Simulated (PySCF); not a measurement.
Working with the constants of AsC⁻

RHF-CCSD(T) constants of AsC⁻, ¹Σ⁺ (singlet), closed shell (basis As aug-pcseg-1, C aug-pcseg-1; no relativity; PySCF 2.14; masses 74.9216 and 12.0000 u):

* ωe: 932.6 cm⁻¹
* ωexe: 4.84 cm⁻¹
* Be: 0.53585 cm⁻¹
* αe: 0.00380 cm⁻¹
* De to As + C⁻: 5.38 eV

(1) What force constant and bond length do these constants imply?

(2) Estimate the centrifugal constant D from the Kratzer relation and find the Dunham coefficient a1.

Correlated steps freeze 10 core orbitals. Correlated levels converge slowly with the basis: in double zeta they bind strong bonds too weakly, by up to about 1 eV, and carry superposition errors of some tenths. For an ion De counts to the pair picked by the measured ionisation energies or electron affinities, which need not be the lowest pair at this level. Where the molecule has an RHF reference, its open-shell atoms are computed with UHF. The CCSD T1 diagnostic is raised, a sign that a single reference may not be enough here.

Results:

(1) Reduced mass μred = 10.343 u; k = 5.8918×10⁻⁷·μred·ωe² (u, cm⁻¹, mdyn/Å) = 5.30 mdyn/Å; Re = √(16.8576/(μred·Be)) (u, cm⁻¹, Å) = 1.744 Å.

(2) D = 4Be³/ωe² = 7.08e-07 cm⁻¹; a1 = −1 − αeωe/(6Be²) = -3.06.
